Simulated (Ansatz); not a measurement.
Harmonic vibrations of `CC(C)[CH2][In]([F])[F]` by finite differences.

```yaml
crystal:
  periodic: [false, false, false]
  atoms:
    - {symbol: C, position_ang: [-1.557698, -0.119295, 0.448704]}
    - {symbol: C, position_ang: [-0.262669, -0.852843, 0.137297]}
    - {symbol: C, position_ang: [0.737080, -0.702039, 1.273046]}
    - {symbol: C, position_ang: [0.326509, -0.414034, -1.195296]}
    - {symbol: In, position_ang: [0.846976, 1.663234, -1.206044]}
    - {symbol: F, position_ang: [0.627482, 2.884292, 0.301770]}
    - {symbol: F, position_ang: [1.605515, 2.722599, -2.650699]}
    - {symbol: H, position_ang: [-1.368312, 0.948366, 0.615760]}
    - {symbol: H, position_ang: [-2.281172, -0.217268, -0.364890]}
    - {symbol: H, position_ang: [-2.021803, -0.507915, 1.357900]}
    - {symbol: H, position_ang: [-0.496637, -1.922088, 0.033333]}
    - {symbol: H, position_ang: [0.962263, 0.355958, 1.455136]}
    - {symbol: H, position_ang: [0.337909, -1.108921, 2.204800]}
    - {symbol: H, position_ang: [1.674431, -1.220745, 1.055697]}
    - {symbol: H, position_ang: [1.242542, -0.956019, -1.442856]}
    - {symbol: H, position_ang: [-0.372408, -0.553282, -2.023657]}
basis:
  gaussian: {orbitals: def2-TZVP}
hamiltonian: {xc: pbe0, dispersion: d4}
phonons: {temperatures: {t_min: 298.15, t_max: 900, t_step: 200}}
```

```sh
$ ansatz run in.yaml --threads 4 --pin off --events-out ev --progress --plain --max-ram 11315MiB
```

It prints (some lines left out):

```
Functional definition: PBE0
mean field -14898.08373582 eV, -547.4944790076 hartree, gradient 1.8e-5 eV, S^2 0.000000; 0 other end points of the search recorded, 0 dependent functions left out
mean field -14898.08354603 eV, -547.4944720330 hartree, gradient 2.4e-6 eV, S^2 0.000000; 0 other end points of the search recorded, 0 dependent functions left out
mean field -14898.08361586 eV, -547.4944745991 hartree, gradient 2.4e-6 eV, S^2 0.000000; 0 other end points of the search recorded, 0 dependent functions left out
mean field -14898.08357584 eV, -547.4944731285 hartree, gradient 2.4e-6 eV, S^2 0.000000; 0 other end points of the search recorded, 0 dependent functions left out
mean field -14898.08357037 eV, -547.4944729272 hartree, gradient 2.4e-6 eV, S^2 0.000000; 0 other end points of the search recorded, 0 dependent functions left out
mean field -14898.08356915 eV, -547.4944728826 hartree, gradient 2.4e-6 eV, S^2 0.000000; 0 other end points of the search recorded, 0 dependent functions left out
mean field -14898.08355246 eV, -547.4944722692 hartree, gradient 2.4e-6 eV, S^2 0.000000; 0 other end points of the search recorded, 0 dependent functions left out
mean field -14898.08360513 eV, -547.4944742048 hartree, gradient 2.4e-6 eV, S^2 0.000000; 0 other end points of the search recorded, 0 dependent functions left out
mean field -14898.08356929 eV, -547.4944728876 hartree, gradient 2.4e-6 eV, S^2 0.000000; 0 other end points of the search recorded, 0 dependent functions left out
mean field -14898.08358849 eV, -547.4944735933 hartree, gradient 2.4e-6 eV, S^2 0.000000; 0 other end points of the search recorded, 0 dependent functions left out
mean field -14898.08353702 eV, -547.4944717018 hartree, gradient 2.4e-6 eV, S^2 0.000000; 0 other end points of the search recorded, 0 dependent functions left out
mean field -14898.08356476 eV, -547.4944727212 hartree, gradient 2.4e-6 eV, S^2 0.000000; 0 other end points of the search recorded, 0 dependent functions left out
mean field -14898.08361503 eV, -547.4944745687 hartree, gradient 2.4e-6 eV, S^2 0.000000; 0 other end points of the search recorded, 0 dependent functions left out
mean field -14898.08359185 eV, -547.4944737167 hartree, gradient 2.4e-6 eV, S^2 0.000000; 0 other end points of the search recorded, 0 dependent functions left out
mean field -14898.08355422 eV, -547.4944723340 hartree, gradient 2.4e-6 eV, S^2 0.000000; 0 other end points of the search recorded, 0 dependent functions left out
mean field -14898.08354899 eV, -547.4944721416 hartree, gradient 2.4e-6 eV, S^2 0.000000; 0 other end points of the search recorded, 0 dependent functions left out
mean field -14898.08358161 eV, -547.4944733403 hartree, gradient 2.4e-6 eV, S^2 0.000000; 0 other end points of the search recorded, 0 dependent functions left out
mean field -14898.08360906 eV, -547.4944743493 hartree, gradient 2.4e-6 eV, S^2 0.000000; 0 other end points of the search recorded, 0 dependent functions left out
mean field -14898.08354372 eV, -547.4944719481 hartree, gradient 2.4e-6 eV, S^2 0.000000; 0 other end points of the search recorded, 0 dependent functions left out
mean field -14898.08359189 eV, -547.4944737182 hartree, gradient 2.4e-6 eV, S^2 0.000000; 0 other end points of the search recorded, 0 dependent functions left out
mean field -14898.08356575 eV, -547.4944727577 hartree, gradient 2.4e-6 eV, S^2 0.000000; 0 other end points of the search recorded, 0 dependent functions left out
mean field -14898.08363419 eV, -547.4944752728 hartree, gradient 2.4e-6 eV, S^2 0.000000; 0 other end points of the search recorded, 0 dependent functions left out
mean field -14898.08365155 eV, -547.4944759108 hartree, gradient 2.4e-6 eV, S^2 0.000000; 0 other end points of the search recorded, 0 dependent functions left out
mean field -14898.08357571 eV, -547.4944731237 hartree, gradient 2.4e-6 eV, S^2 0.000000; 0 other end points of the search recorded, 0 dependent functions left out
mean field -14898.08360656 eV, -547.4944742572 hartree, gradient 2.4e-6 eV, S^2 0.000000; 0 other end points of the search recorded, 0 dependent functions left out
mean field -14898.08370319 eV, -547.4944778083 hartree, gradient 2.4e-6 eV, S^2 0.000000; 0 other end points of the search recorded, 0 dependent functions left out
mean field -14898.08372152 eV, -547.4944784821 hartree, gradient 2.4e-6 eV, S^2 0.000000; 0 other end points of the search recorded, 0 dependent functions left out
mean field -14898.08362903 eV, -547.4944750832 hartree, gradient 2.4e-6 eV, S^2 0.000000; 0 other end points of the search recorded, 0 dependent functions left out
mean field -14898.08367120 eV, -547.4944766327 hartree, gradient 2.4e-6 eV, S^2 0.000000; 0 other end points of the search recorded, 0 dependent functions left out
mean field -14898.08365284 eV, -547.4944759581 hartree, gradient 2.4e-6 eV, S^2 0.000000; 0 other end points of the search recorded, 0 dependent functions left out
mean field -14898.08367719 eV, -547.4944768530 hartree, gradient 2.4e-6 eV, S^2 0.000000; 0 other end points of the search recorded, 0 dependent functions left out
mean field -14898.08374327 eV, -547.4944792812 hartree, gradient 2.4e-6 eV, S^2 0.000000; 0 other end points of the search recorded, 0 dependent functions left out
mean field -14898.08372488 eV, -547.4944786056 hartree, gradient 2.4e-6 eV, S^2 0.000000; 0 other end points of the search recorded, 0 dependent functions left out
mean field -14898.08374427 eV, -547.4944793182 hartree, gradient 2.4e-6 eV, S^2 0.000000; 0 other end points of the search recorded, 0 dependent functions left out
[...]
mean field -14898.08372009 eV, -547.4944784295 hartree, gradient 2.4e-6 eV, S^2 0.000000; 0 other end points of the search recorded, 0 dependent functions left out
mean field -14898.08371520 eV, -547.4944782499 hartree, gradient 2.4e-6 eV, S^2 0.000000; 0 other end points of the search recorded, 0 dependent functions left out
mean field -14898.08364410 eV, -547.4944756368 hartree, gradient 2.4e-6 eV, S^2 0.000000; 0 other end points of the search recorded, 0 dependent functions left out
mean field -14898.08363805 eV, -547.4944754145 hartree, gradient 2.4e-6 eV, S^2 0.000000; 0 other end points of the search recorded, 0 dependent functions left out
mean field -14898.08371869 eV, -547.4944783780 hartree, gradient 2.4e-6 eV, S^2 0.000000; 0 other end points of the search recorded, 0 dependent functions left out
mean field -14898.08371773 eV, -547.4944783426 hartree, gradient 2.4e-6 eV, S^2 0.000000; 0 other end points of the search recorded, 0 dependent functions left out
mean field -14898.08371180 eV, -547.4944781248 hartree, gradient 2.4e-6 eV, S^2 0.000000; 0 other end points of the search recorded, 0 dependent functions left out
mean field -14898.08370542 eV, -547.4944778905 hartree, gradient 2.4e-6 eV, S^2 0.000000; 0 other end points of the search recorded, 0 dependent functions left out
mean field -14898.08370169 eV, -547.4944777533 hartree, gradient 2.4e-6 eV, S^2 0.000000; 0 other end points of the search recorded, 0 dependent functions left out
mean field -14898.08371711 eV, -547.4944783199 hartree, gradient 2.4e-6 eV, S^2 0.000000; 0 other end points of the search recorded, 0 dependent functions left out
mean field -14898.08366828 eV, -547.4944765255 hartree, gradient 2.4e-6 eV, S^2 0.000000; 0 other end points of the search recorded, 0 dependent functions left out
mean field -14898.08364516 eV, -547.4944756757 hartree, gradient 2.4e-6 eV, S^2 0.000000; 0 other end points of the search recorded, 0 dependent functions left out
mean field -14898.08366271 eV, -547.4944763209 hartree, gradient 2.4e-6 eV, S^2 0.000000; 0 other end points of the search recorded, 0 dependent functions left out
mean field -14898.08365054 eV, -547.4944758736 hartree, gradient 2.4e-6 eV, S^2 0.000000; 0 other end points of the search recorded, 0 dependent functions left out
mean field -14898.08369281 eV, -547.4944774271 hartree, gradient 2.4e-6 eV, S^2 0.000000; 0 other end points of the search recorded, 0 dependent functions left out
mean field -14898.08371027 eV, -547.4944780687 hartree, gradient 2.4e-6 eV, S^2 0.000000; 0 other end points of the search recorded, 0 dependent functions left out
mean field -14898.08372283 eV, -547.4944785301 hartree, gradient 2.4e-6 eV, S^2 0.000000; 0 other end points of the search recorded, 0 dependent functions left out
mean field -14898.08371118 eV, -547.4944781019 hartree, gradient 2.4e-6 eV, S^2 0.000000; 0 other end points of the search recorded, 0 dependent functions left out
mean field -14898.08365969 eV, -547.4944762098 hartree, gradient 2.4e-6 eV, S^2 0.000000; 0 other end points of the search recorded, 0 dependent functions left out
mean field -14898.08365847 eV, -547.4944761650 hartree, gradient 2.4e-6 eV, S^2 0.000000; 0 other end points of the search recorded, 0 dependent functions left out
mean field -14898.08370038 eV, -547.4944777050 hartree, gradient 2.4e-6 eV, S^2 0.000000; 0 other end points of the search recorded, 0 dependent functions left out
mean field -14898.08370305 eV, -547.4944778031 hartree, gradient 2.4e-6 eV, S^2 0.000000; 0 other end points of the search recorded, 0 dependent functions left out
mean field -14898.08371144 eV, -547.4944781115 hartree, gradient 2.4e-6 eV, S^2 0.000000; 0 other end points of the search recorded, 0 dependent functions left out
mean field -14898.08372249 eV, -547.4944785176 hartree, gradient 2.4e-6 eV, S^2 0.000000; 0 other end points of the search recorded, 0 dependent functions left out
mean field -14898.08368630 eV, -547.4944771877 hartree, gradient 2.4e-6 eV, S^2 0.000000; 0 other end points of the search recorded, 0 dependent functions left out
mean field -14898.08368230 eV, -547.4944770407 hartree, gradient 2.4e-6 eV, S^2 0.000000; 0 other end points of the search recorded, 0 dependent functions left out
mean field -14898.08372562 eV, -547.4944786326 hartree, gradient 2.4e-6 eV, S^2 0.000000; 0 other end points of the search recorded, 0 dependent functions left out
mean field -14898.08371998 eV, -547.4944784254 hartree, gradient 2.4e-6 eV, S^2 0.000000; 0 other end points of the search recorded, 0 dependent functions left out
mean field -14898.08366037 eV, -547.4944762347 hartree, gradient 2.4e-6 eV, S^2 0.000000; 0 other end points of the search recorded, 0 dependent functions left out
mean field -14898.08368090 eV, -547.4944769894 hartree, gradient 2.4e-6 eV, S^2 0.000000; 0 other end points of the search recorded, 0 dependent functions left out
Total energy: -14898.40056240 eV, -547.5061221696 hartree
Atom 0 at    -1.557698    -0.119295     0.448704 Å, force    -0.000538     0.002582     0.000068 eV/Å
Atom 1 at    -0.262669    -0.852843     0.137297 Å, force     0.001389    -0.000571    -0.001467 eV/Å
Atom 2 at     0.737080    -0.702039     1.273046 Å, force     0.001087     0.000100     0.002597 eV/Å
Atom 3 at     0.326509    -0.414034    -1.195296 Å, force     0.002845     0.000650     0.003512 eV/Å
Atom 4 at     0.846976     1.663234    -1.206044 Å, force    -0.002832     0.000573    -0.000731 eV/Å
Atom 5 at     0.627482     2.884292     0.301770 Å, force     0.001114    -0.000394     0.000068 eV/Å
Atom 6 at     1.605515     2.722599    -2.650699 Å, force     0.001294    -0.000298     0.000517 eV/Å
Atom 7 at    -1.368312     0.948366     0.615760 Å, force    -0.001474    -0.002811     0.001330 eV/Å
Atom 8 at    -2.281172    -0.217268    -0.364890 Å, force    -0.000203     0.000104     0.000225 eV/Å
Atom 9 at    -2.021803    -0.507915     1.357900 Å, force     0.000408    -0.000172    -0.000459 eV/Å
Atom 10 at    -0.496637    -1.922088     0.033333 Å, force    -0.000704    -0.000414    -0.000209 eV/Å
Atom 11 at     0.962263     0.355958     1.455136 Å, force    -0.000689     0.002277    -0.003202 eV/Å
Atom 12 at     0.337909    -1.108921     2.204800 Å, force     0.000046    -0.000585     0.000109 eV/Å
Atom 13 at     1.674431    -1.220745     1.055697 Å, force    -0.000569    -0.000309    -0.001133 eV/Å
Atom 14 at     1.242542    -0.956019    -1.442856 Å, force    -0.000870    -0.001195     0.000324 eV/Å
Atom 15 at    -0.372408    -0.553282    -2.023657 Å, force    -0.000308     0.000465    -0.001549 eV/Å
Dipole moment:    -0.290076    -1.057835     0.081518 e Å
Vibrations: 18.20 61.06 76.21 128.81 134.93 154.26 259.26 276.17 354.39 367.67 434.42 569.58 578.34 604.15 731.31 817.53 934.55 975.54 989.16 1038.37 1048.59 1190.85 1214.66 1215.28 1331.34 1353.54 1401.46 1415.63 1445.54 1475.07 1490.30 1498.11 1503.45 3003.55 3024.62 3029.19 3072.95 3098.90 3103.67 3123.67 3125.93 3126.10 cm⁻¹, zero-point energy 3.396937 eV
```

Hardware: 4 threads of an Arm Neoverse V1 on a shared host. Wall time 11 min, peak host memory 1.1 GiB.
